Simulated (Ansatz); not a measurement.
The cluster Pb₃⁺, relaxed as a doublet with UKS PBE0-D4/def2-SVP in Ansatz, starting from the GFN1-xTB geometry. Force threshold 0.02 eV/Å.

In the def2 sets Pb takes a core potential; there is no spin–orbit coupling. The charge 1 doublet is spin-contaminated (final ⟨S²⟩ up to 1.19, 0.75 for a pure state). At PBE0-D4/def2-SVP a quartet of charge 1 lies 0.28 eV below the doublet, each at its own geometry. The structure comes from a short search, and lower isomers may exist.

Start:

```
atom   x (Å)   y (Å)   z (Å)
 Pb1   1.563  -0.548  -1.065
 Pb2   0.105  -0.413   1.488
 Pb3  -1.668   0.961  -0.423
```

| step | energy (eV) | largest force component (eV/Å) | SCF passes |
| --- | --- | --- | --- |
| 1 | -15739.6700 | 0.251 | 93 |
| 2 | -15739.6779 | 0.014 | 73 |
| 3 | -15739.6779 | 0.007 | 67 |
| 4 | -15739.6780 | 0.006 | 70 |

Force components are those of the run's own axes.

End:

Cartesian coordinates in Å:
```
Pb 1.581 -0.555 -1.073
Pb 0.113 -0.421 1.503
Pb -1.694 0.976 -0.430
```

By distances, no bond broke or formed. The bond that changes most is Pb1–Pb3, from 3.62 to 3.67 Å (atoms count from 1).

The force fell under the threshold at step 2, but the optimiser went on. No frequencies were taken in this run, so the end may be a saddle point.

It took 14 s on 4 threads of Arm Neoverse V1 on a shared host.
